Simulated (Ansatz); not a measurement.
HLiO (SMILES [Li][OH]) moved off its minimum; all values from Ansatz (an electronic-structure program), cores frozen in correlated methods.
(charge 0, multiplicity 1)
```xyz
3

Li     0.11715    -0.02324    -1.27265
O      0.02739     0.14701     0.24215
H      0.02330     0.08604     1.21526
```

Forces at B3LYP/def2-TZVPP (eV/Å):

| atom | Fx | Fy | Fz |
|---|---|---|---|
| Li1 | 0.039 | -0.052 | -0.960 |
| O2 | -0.017 | -0.115 | 2.225 |
| H3 | -0.022 | 0.167 | -1.266 |

**Question.** Give the forces (eV/Å), the total energy and the dipole at CCSD(T)/aug-cc-pVTZ.

**Answer.** 
```
atom      Fx      Fy      Fz
----  ------  ------  ------
Li1    0.067  -0.104  -1.437
O2    -0.044  -0.060   2.630
H3    -0.023   0.164  -1.193
```
Energy -83.2381 hartree, dipole 4.40 D.
